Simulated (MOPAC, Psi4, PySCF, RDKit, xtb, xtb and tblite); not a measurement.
Two geometries of C7H14O, SMILES C(=O)CCC(C)(C)C, relaxed at GFN2-xTB with one dihedral held; other torsions can differ between them too.

Structure A

```
22

C     -1.0874     0.3331     1.5799
C     -0.7916     0.0487     0.1053
C     -1.0674    -1.4261    -0.1978
C     -1.7155     0.9124    -0.7599
C      0.6590     0.4200    -0.2462
C      1.7385    -0.3355     0.5233
C      3.1207     0.0791     0.1161
O      3.3972     0.9014    -0.7102
H     -0.5278    -0.3335     2.2316
H     -0.8316     1.3602     1.8308
H     -2.1458     0.1865     1.7837
H     -0.7995    -1.6627    -1.2251
H     -2.1246    -1.6439    -0.0628
H     -0.5060    -2.0785     0.4666
H     -1.5492     1.9687    -0.5615
H     -2.7585     0.6854    -0.5505
H     -1.5317     0.7304    -1.8163
H      0.8024     1.4885    -0.0708
H      0.8190     0.2477    -1.3128
H      1.6638    -1.4137     0.3608
H      1.6543    -0.1660     1.5997
H      3.9174    -0.4633     0.6681
```

Structure B

```
22

C      0.9663    -0.0180     1.5426
C      0.6757     0.1174     0.0470
C      0.6196    -1.2723    -0.5898
C      1.8098     0.9117    -0.6132
C     -0.6337     0.8904    -0.2019
C     -1.8500     0.4791     0.6401
C     -2.3143    -0.9204     0.3805
O     -2.3706    -1.7996     1.1954
H      0.2565    -0.6900     2.0174
H      0.9193     0.9516     2.0342
H      1.9636    -0.4259     1.6908
H      0.4299    -1.1995    -1.6590
H      1.5671    -1.7872    -0.4469
H     -0.1608    -1.8792    -0.1404
H      1.9251     1.8850    -0.1411
H      2.7513     0.3757    -0.5219
H      1.6062     1.0652    -1.6709
H     -0.4501     1.9480     0.0023
H     -0.8919     0.8019    -1.2604
H     -1.6380     0.5978     1.7029
H     -2.6773     1.1433     0.3739
H     -2.6167    -1.0991    -0.6719
```

Problem. Which is lower in energy at the level B3LYP-D3(BJ)/def2-SVP // GFN2-xTB (Psi4 1.11), and by how much?

Solution. A is lower, by 1.22 kcal/mol (dihedral C5–C6–C7–O8: 0° in A, 120° in B).

E(B) − E(A) in kcal/mol at the other levels, on the same two geometries: GFN2-xTB (xtb and tblite) 0.08; MMFF94 // GFN2-xTB (RDKit) 3.20; B3LYP/def2-SVP // GFN2-xTB (Psi4) 2.23; PBE/def2-SVP // GFN2-xTB (Psi4) 1.93; PBE-D3(BJ)/def2-SVP // GFN2-xTB (Psi4) 1.31; UFF // GFN2-xTB (RDKit) 2.72; PM6, restricted, heats of formation // GFN2-xTB (MOPAC) 0.05; PM7, restricted, heats of formation // GFN2-xTB (MOPAC) 0.52; GFN1-xTB // GFN2-xTB (xtb) 0.57; restricted B3LYP/6-31G*, spherical d, density fitting // GFN2-xTB (PySCF) 2.04; restricted MP2 (frozen core)/6-31G*, spherical d // GFN2-xTB (PySCF) 1.47.
